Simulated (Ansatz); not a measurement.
C2H4O2Si (`O=C1C[SiH]1O`), one more setting.

```yaml
crystal:
  periodic: [false, false, false]
  atoms:
    - {symbol: O, position_ang: [0.858961, -1.781221, 1.257297]}
    - {symbol: C, position_ang: [0.541212, -1.035535, 0.376187]}
    - {symbol: C, position_ang: [1.123483, 0.228842, -0.178333]}
    - {symbol: Si, position_ang: [-0.741233, 0.027339, -0.461894]}
    - {symbol: O, position_ang: [-1.935422, 0.800768, 0.340856]}
    - {symbol: H, position_ang: [1.505770, 0.090699, -1.197393]}
    - {symbol: H, position_ang: [1.785434, 0.840600, 0.431908]}
    - {symbol: H, position_ang: [-1.130726, -0.021103, -1.885403]}
    - {symbol: H, position_ang: [-1.918879, 0.803211, 1.299675]}
basis:
  gaussian: {orbitals: aug-cc-pVTZ}
hamiltonian: {xc: {name: rPW86-PBE}, dispersion: rvv10}
output: {forces: true}
```

```sh
$ ansatz run in.yaml --threads 2 --pin off --events-out ev --progress --plain --max-ram 4352MiB
```

Output, abridged:

```
Functional definition: rPW86-PBE+rVV10
1422 factors; their error is unknown
mean field evaluation 1: about -14110.3838 eV, gradient 9.7e1 eV
mean field evaluation 2: about -14042.7785 eV, gradient 1.9e2 eV
mean field evaluation 4: about -14125.9200 eV, gradient 3.8e1 eV
mean field evaluation 8: about -14128.6117 eV, gradient 5.6e-1 eV
mean field evaluation 16: about -14128.5858 eV, gradient 4.6e-4 eV
mean field -14128.58579737 eV, -519.2159513538 hartree, gradient 4.4e-5 eV, S^2 0.000000; 0 other end points of the search recorded, 0 dependent functions left out
reference -14128.58595387 eV, -519.2159571054 hartree; 23, 23 occupied and 303, 303 virtual orbitals, 1422 factors
Total energy: -14128.58595387 eV, -519.2159571054 hartree
Atom 0 at     0.858961    -1.781221     1.257297 Å, force     0.330868    -0.824750     1.042820 eV/Å
Atom 1 at     0.541212    -1.035535     0.376187 Å, force    -0.082388     0.403604    -0.756989 eV/Å
Atom 2 at     1.123483     0.228842    -0.178333 Å, force     0.366576     0.142977    -0.047970 eV/Å
Atom 3 at    -0.741233     0.027339    -0.461894 Å, force     0.057641    -0.428315    -0.579145 eV/Å
Atom 4 at    -1.935422     0.800768     0.340856 Å, force    -0.742599     0.526741     0.044258 eV/Å
Atom 5 at     1.505770     0.090699    -1.197393 Å, force     0.049045     0.037678    -0.080438 eV/Å
Atom 6 at     1.785434     0.840600     0.431908 Å, force     0.086696     0.067253     0.072138 eV/Å
Atom 7 at    -1.130726    -0.021103    -1.885403 Å, force    -0.044868     0.058743    -0.154318 eV/Å
Atom 8 at    -1.918879     0.803211     1.299675 Å, force    -0.020970     0.016069     0.459643 eV/Å
Dipole moment:    -0.084440     0.426672    -0.175392 e Å
```

Hardware: 2 threads of an Arm Neoverse V1 on a shared host. Wall time 24 s, peak host memory 0.58 GiB.
